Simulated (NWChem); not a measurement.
# Correlation energy of diselenium (Se2)

```
Se
Se 1 2.1994
```
Charge 0, spin multiplicity 3.

All runs are NWChem calculations. The geometry was optimised at UPBE/def2-SVP, a minimum by its harmonic frequencies.

Basis set: 6-31G*. Each correlation energy counts from its own Hartree-Fock reference.

The Hamiltonian is non-relativistic. The correlated methods keep 18 core orbitals frozen. The Pople sets run with spherical d functions. The unpaired electrons of the parent sit in orbitals of symmetry b2g and b3g (D2h labels of the run); other states weren't searched. The stability of the SCF solutions was not checked. Open-shell Hartree-Fock references start from PBE0 orbitals. Coupled-cluster values serve here as a point of comparison, not as the truth.

Task: For the correlation energy, UMP2 gives -498.0 mHa and SCS-UMP2 gives -451.6 mHa. What do CCSD on UHF, CCSD[T] on UHF, CCSD(T) on UHF give?

Result: CCSD on UHF: -493.1 mHa; CCSD[T] on UHF: -506.4 mHa; CCSD(T) on UHF: -505.7 mHa.
